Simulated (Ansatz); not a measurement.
Reaction (ligand exchange at a B–C bond): `N=C(Cl)BN` + H₂Se → `NB[SeH]` + `N=CCl`

Program: Ansatz. Geometries: PBE0-D4/def2-TZVP. ΔE: electronic, gas phase. CCSD(T)/CBS is the MP2 limit (def2-TZVPP, def2-QZVPP) plus CCSD(T) − MP2 in def2-TZVPP, frozen cores. This one scheme is used for every species. Functionals use def2-TZVPP. For Se outer-core shells are correlated without core-valence functions, which leaves a few kJ/mol of doubt a bond. Scalar relativity is left out up to krypton. Each species was taken in one conformer, which may not be the lowest.

`N=C(Cl)BN`:

Cartesian coordinates in Å:
```
N 0.127 -1.770 1.125
C 0.269 -0.868 0.272
Cl 1.400 -1.071 -1.118
B -0.507 0.509 0.318
N -0.297 1.453 -0.663
H 0.696 -2.598 0.956
H -1.267 0.700 1.215
H 0.344 1.302 -1.427
H -0.765 2.343 -0.678
```

H₂Se:

```xyz
3

Se   -0.245    0.460   -0.444
H     0.637   -0.707   -0.556
H    -0.392    0.247    1.000
```

`NB[SeH]`:

Cartesian coordinates in Å:
```
N -1.103 -0.262 -0.441
B 0.065 -0.090 0.291
Se 1.598 0.831 -0.501
H -1.905 -0.732 -0.058
H -1.237 0.058 -1.385
H 0.140 -0.502 1.407
H 2.443 0.696 0.687
```

`N=CCl`:

Cartesian coordinates in Å:
```
N 0.018 0.043 0.991
C 0.077 -0.029 -0.253
Cl 1.564 -0.399 -1.054
H -0.930 0.269 1.290
H -0.729 0.117 -0.973
```

| level | ΔE (kcal/mol) |
| --- | --- |
| PBE-D4 | -5.8 |
| MP2/def2-QZVPP | -7.8 |

Task: What does CCSD(T)/CBS give? (Best estimate.)

Result: The calculation gave: -6.6 kcal/mol. The listed levels differ from it by 0.8, -1.2 kcal/mol.

Largest T1 diagnostic among the species: 0.014.

At CCSD(T), def2-SVP lies +1.5 kcal/mol from the extrapolated value and def2-TZVPP +0.1 kcal/mol. Leaving LDA and LC-ωPBE aside and taking each functional with its dispersion term where it has one, the values, not all of them listed here, spread over 3.9 kcal/mol, from PBE-QIDH to BLYP-D4. LDA lies +1.3 kcal/mol from PBE without D4.
